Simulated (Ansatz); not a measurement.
Input for Ansatz (an electronic-structure program): R-B3LYP-D3(BJ)/def2-TZVP on FHSi (SMILES F[SiH]), 2S+1 = 1, a spin state set in the input, which need not be the lowest.

Ansatz 0.2 input:
```yaml
crystal:
  periodic: [false, false, false]
  atoms:
    - {symbol: F, position_ang: [1.18239296, -0.31622473, -0.00000000]}
    - {symbol: Si, position_ang: [-0.09789554, 0.70947316, -0.00000000]}
    - {symbol: H, position_ang: [-1.08449743, -0.39324844, -0.00000000]}
basis:
  gaussian:
    orbitals: def2-TZVP
hamiltonian:
  xc: b3lyp
  dispersion: d3bj
relax: {f_tol: 0.003, max_steps: 120}
```

Program output:

```
WARN ansatz: RAYON_NUM_THREADS=2 ignored (pool sized by the plan → 2); use --threads N
Functional definition: B3LYP
integrals: 0.01 GiB planned
461 factors; their error is unknown
mean field: 0.15 GiB planned
mean field evaluation 1: about -10610.6957 eV, gradient 3.6e1 eV
mean field evaluation 2: about -10604.4103 eV, gradient 7.5e1 eV
mean field evaluation 4: about -10612.6301 eV, gradient 9.4e-1 eV
mean field evaluation 8: about -10612.6663 eV, gradient 1.0e-1 eV
mean field -10612.66627959 eV, -390.0082922514 hartree, gradient 4.3e-5 eV, S^2 0.000000; 0 other end points of the search recorded, 0 dependent functions left out
the calculation of the forces begins
reference -10612.66645291 eV, -390.0082986206 hartree; 12, 12 occupied and 62, 62 virtual orbitals, 461 factors
relax step   1: F+E_penalty+E_count = -10612.71460133 eV  Δ(F+E_penalty+E_count) = +0.000e0 eV  max|allowed force component| = 9.709e-1 eV/Å  Δτ_max = 0.0000 Å  (24 SCF iters, accepted)
these checks for a lower state are left out or cut short: starts, cluster_reference, orbital_swaps, neighbouring_geometries, increment
integrals: 0.01 GiB planned
461 factors; their error is unknown
mean field: 0.15 GiB planned
mean field evaluation 16: about -10612.6565 eV, gradient 1.9e0 eV
mean field -10612.69817764 eV, -390.0094644831 hartree, gradient 2.5e-5 eV, S^2 0.000000; 0 other end points of the search recorded, 0 dependent functions left out
the calculation of the forces begins
reference -10612.69835159 eV, -390.0094708755 hartree; 12, 12 occupied and 62, 62 virtual orbitals, 461 factors
relax step   2: F+E_penalty+E_count = -10612.74641800 eV  Δ(F+E_penalty+E_count) = -3.182e-2 eV  max|allowed force component| = 5.446e-1 eV/Å  Δτ_max = 0.0506 Å  (27 SCF iters, accepted)
these checks for a lower state are left out or cut short: starts, cluster_reference, orbital_swaps, neighbouring_geometries, increment
integrals: 0.01 GiB planned
461 factors; their error is unknown
mean field: 0.15 GiB planned
mean field -10612.70454166 eV, -390.0096983564 hartree, gradient 2.1e-5 eV, S^2 0.000000; 0 other end points of the search recorded, 0 dependent functions left out
the calculation of the forces begins
reference -10612.70471620 eV, -390.0097047708 hartree; 12, 12 occupied and 62, 62 virtual orbitals, 461 factors
relax step   3: F+E_penalty+E_count = -10612.75281370 eV  Δ(F+E_penalty+E_count) = -6.396e-3 eV  max|allowed force component| = 1.177e-1 eV/Å  Δτ_max = 0.0126 Å  (27 SCF iters, accepted)
these checks for a lower state are left out or cut short: starts, cluster_reference, orbital_swaps, neighbouring_geometries, increment
integrals: 0.01 GiB planned
461 factors; their error is unknown
mean field: 0.15 GiB planned
mean field evaluation 32: about -10612.6710 eV, gradient 2.7e-1 eV
mean field -10612.70492841 eV, -390.0097125694 hartree, gradient 2.0e-5 eV, S^2 0.000000; 0 other end points of the search recorded, 0 dependent functions left out
the calculation of the forces begins
reference -10612.70510303 eV, -390.0097189863 hartree; 12, 12 occupied and 62, 62 virtual orbitals, 461 factors
relax step   4: F+E_penalty+E_count = -10612.75320543 eV  Δ(F+E_penalty+E_count) = -3.917e-4 eV  max|allowed force component| = 1.127e-2 eV/Å  Δτ_max = 0.0024 Å  (28 SCF iters, accepted)
these checks for a lower state are left out or cut short: starts, cluster_reference, orbital_swaps, neighbouring_geometries, increment
integrals: 0.01 GiB planned
461 factors; their error is unknown
mean field: 0.15 GiB planned
mean field -10612.70493230 eV, -390.0097127121 hartree, gradient 2.9e-5 eV, S^2 0.000000; 0 other end points of the search recorded, 0 dependent functions left out
the calculation of the forces begins
reference -10612.70510691 eV, -390.0097191289 hartree; 12, 12 occupied and 62, 62 virtual orbitals, 461 factors
relax step   5: F+E_penalty+E_count = -10612.75320999 eV  Δ(F+E_penalty+E_count) = -4.557e-6 eV  max|allowed force component| = 2.848e-4 eV/Å  Δτ_max = 0.0005 Å  (19 SCF iters, accepted)
integrals: 0.01 GiB planned
461 factors; their error is unknown
mean field: 0.15 GiB planned
mean field -10612.70493230 eV, -390.0097127121 hartree, gradient 2.9e-5 eV, S^2 0.000000; 1 other end points of the search recorded, 0 dependent functions left out
the calculation of the forces begins
reference -10612.70510691 eV, -390.0097191289 hartree; 12, 12 occupied and 62, 62 virtual orbitals, 461 factors
Total energy: -10612.75338459 eV, -390.0114933012 hartree
Atom 0 at     1.210715    -0.295822     0.000000 Å, force     0.000273     0.000040     0.000000 eV/Å
Atom 1 at    -0.068234     0.698272    -0.000000 Å, force    -0.000219    -0.000285     0.000000 eV/Å
Atom 2 at    -1.142481    -0.402451    -0.000000 Å, force    -0.000055     0.000245    -0.000000 eV/Å
Dipole moment:    -0.184558     0.114579    -0.000000 e Å
```

The run converged.

Cost: about 4 core-seconds (a rough figure).
